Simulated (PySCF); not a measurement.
**Radial density of F (fluorine, neutral)**

MN15, [He] 2s2 2p5, 2P determinant. All numbers are calculated (PySCF 2.14, no relativity, point nucleus, in def2-SVP).

```tsv
r (bohr)	4πr²ρ (e/bohr)	4πr²(ρα − ρβ)
0.00298	0.04448	0.0000
0.00500	0.1241	0.0000
0.00842	0.3382	0.0001
0.0142	0.8733	0.0002
0.0238	2.061	0.0006
0.0401	4.385	0.0015
0.0674	7.620	0.0055
0.113	9.711	0.0280
0.191	7.564	0.1320
0.321	4.235	0.4073
0.539	5.395	0.8237
0.907	5.811	0.7971
1.53	2.373	0.3120
2.57	0.3224	0.0455
4.32	0.0005298	0.0001
```
